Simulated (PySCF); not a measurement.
## Excitation energy of Sb²⁺ by level of theory

Sb²⁺ [Kr] 4d10 5s2 5p1 (2P) → Sb²⁺ [Kr] 4d10 5s1 5p2 (4P), as a difference of total energies. All numbers are calculated (PySCF 2.14, the spin-free X2C one-electron Hamiltonian (Gaussian nucleus), in aug-cc-pVQZ-DK3). Correlated levels: valence: [Kr] 4d10 frozen. The calculations carry no spin-orbit coupling.

| method | excitation energy (eV) |
| --- | --- |
| UHF | 5.580 |
| PBE | 7.673 |
| PBE0 | 7.260 |
| r2SCAN | 6.979 |
| HSE06 | 7.329 |
| PW91 | 7.674 |
| TPSSh | 7.286 |
| SCS-MP2 (valence) | 6.634 |

**Question.** Estimate what MP2 (valence) gives.

**Answer.** 6.350 eV, closest to SCS-MP2 (valence) among the rows shown.

**Question.** Estimate what LDA gives.

**Answer.** 7.933 eV, closest to PW91 among the rows shown.

A first-order spin-orbit estimate (lowest level to lowest level, LS coupling) adds 0.051 eV.
